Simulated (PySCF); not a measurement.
**Vibration and rotation of GeH⁻**

UHF-CCSD(T) constants of GeH⁻, ³Σ⁻ (triplet), unpaired electrons π ↑↑ (basis Ge aug-pcseg-1, H aug-pcseg-1; no relativity; PySCF 2.14; masses 73.9212 and 1.0078 u):

```
ωe              : 1682.0 cm⁻¹
ωexe            : 40.5 cm⁻¹
Be              : 6.3741 cm⁻¹
αe              : 0.237 cm⁻¹
D (centrifugal) : 0.000366 cm⁻¹
De to Ge⁻ + H   : 2.57 eV
```

(1) Give the vibrational terms G(v) and spacings up to v = 5.

(2) How well does the Morse estimate ωe²/(4ωexe) reproduce De, and what is D0?

Correlated steps freeze 9 core orbitals. Correlated levels converge slowly with the basis: in double zeta they bind strong bonds too weakly, by up to about 1 eV, and carry superposition errors of some tenths. Spin–orbit coupling is left out. For an ion De counts to the pair picked by the measured ionisation energies or electron affinities, which need not be the lowest pair at this level. The state is the lowest determinant that a PBE0 search found; another state may lie lower at other levels.

Answers

(1) G(v) = ωe(v+½) − ωexe(v+½)².

```json
{"v": "0", "G(v) (cm⁻¹)": "831", "G(v) − G(v−1)": "", "Bv (cm⁻¹)": "6.256"}
{"v": "1", "G(v) (cm⁻¹)": "2432", "G(v) − G(v−1)": "1601", "Bv (cm⁻¹)": "6.019"}
{"v": "2", "G(v) (cm⁻¹)": "3952", "G(v) − G(v−1)": "1520", "Bv (cm⁻¹)": "5.782"}
{"v": "3", "G(v) (cm⁻¹)": "5391", "G(v) − G(v−1)": "1439", "Bv (cm⁻¹)": "5.545"}
{"v": "4", "G(v) (cm⁻¹)": "6749", "G(v) − G(v−1)": "1358", "Bv (cm⁻¹)": "5.308"}
{"v": "5", "G(v) (cm⁻¹)": "8026", "G(v) − G(v−1)": "1277", "Bv (cm⁻¹)": "5.071"}
```

(2) It gives 2.17 eV, 84 % of the computed De. D0 = De − G(0) = 2.57 − 0.10 = 2.47 eV.
